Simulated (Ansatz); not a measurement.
Reaction (redistribution): `[AlH2][NH][SiH2]Cl` + `C[SiH](O)S` → `[AlH2][NH][SiH3]` + `O[SiH](S)CCl`

Gas-phase electronic energies from Ansatz, PBE0-D4/def2-TZVP geometries. CCSD(T)/CBS is the MP2 limit (def2-TZVPP, def2-QZVPP) plus CCSD(T) − MP2 in def2-TZVPP, frozen cores. Each species was taken in one conformer, which may not be the lowest.

`[AlH2][NH][SiH2]Cl`:

```xyz
9

Al   -1.220    1.124   -0.722
N    -0.079    0.440    0.476
Si    0.785   -1.032    0.404
Cl    2.775   -0.753   -0.080
H    -1.539    0.255   -2.000
H    -1.842    2.542   -0.403
H     0.133    1.018    1.280
H     0.797   -1.731    1.709
H     0.190   -1.864   -0.665
```

`C[SiH](O)S`:

```xyz
10

C     1.076    0.021    0.863
Si   -0.312   -0.465   -0.262
O     0.161   -0.022   -1.775
S    -2.183    0.422    0.284
H     0.860   -0.278    1.891
H     2.004   -0.461    0.546
H     1.230    1.102    0.842
H    -0.622   -1.917   -0.186
H    -0.498   -0.085   -2.469
H    -1.715    1.682    0.265
```

`[AlH2][NH][SiH3]`:

Z-matrix (Å, degrees):
```
Si
N 1 1.727
H 1 1.490 2 112.2
H 1 1.485 2 107.4 3 -119.7
H 1 1.490 2 112.2 3 120.6
Al 2 1.782 1 129.3 3 119.7
H 2 1.012 1 114.6 3 -60.3
H 6 1.583 2 117.4 1 180.0
H 6 1.580 2 118.1 1 0.0
```

`O[SiH](S)CCl`:

Z-matrix (Å, degrees):
```
Si
S 1 2.132
C 1 1.879 2 105.2
O 1 1.637 2 113.9 3 121.7
H 1 1.480 2 111.1 3 -119.9
H 2 1.344 1 93.2 3 168.4
Cl 3 1.789 1 108.9 2 66.3
H 3 1.091 1 111.1 2 -175.7
H 3 1.090 1 112.8 2 -53.3
H 4 0.960 1 116.3 2 -57.6
```

```
             species  CCSD(T)/CBS(def2) energy (Eh)
`[AlH2][NH][SiH2]Cl`                    -1048.68684
        `C[SiH](O)S`                     -803.78841
  `[AlH2][NH][SiH3]`                     -589.44550
      `O[SiH](S)CCl`                    -1262.95737
```

Question: Work out ΔE.

Answer: ΔE = (-589.44550) + (-1262.95737) − (-1048.68684) − (-803.78841) = 0.07238 Eh = +45.4 kcal/mol.

Question: What do rigid-rotor, harmonic-oscillator terms from PBE0-D4/def2-TZVP frequencies (298.15 K, 1 bar) make of the CCSD(T)/CBS value? (Best estimate.)

Answer: Ansatz gave: ΔZPE = -1.5 kcal/mol, ΔH = +43.9 kcal/mol, ΔS = 0 J/(mol·K), ΔG = +43.9 kcal/mol. Modes under 50 cm⁻¹ make the entropy rough.

Largest T1 diagnostic among the species: 0.011.

Leaving LDA and LC-ωPBE aside and taking each functional with its dispersion term where it has one, the values, not all of them listed here, spread over 3.8 kcal/mol, from revPBE-D4 to B97M-V. The D4 term adds −0.8 kcal/mol with B3LYP and −0.4 kcal/mol with PBE0; it sums over pairs of atoms, weighted by their polarisabilities, and B3LYP, whose exchange is more repulsive, gets the larger term.

B3LYP here is the variant with VWN-RPA as its local correlation; programs differ in this.
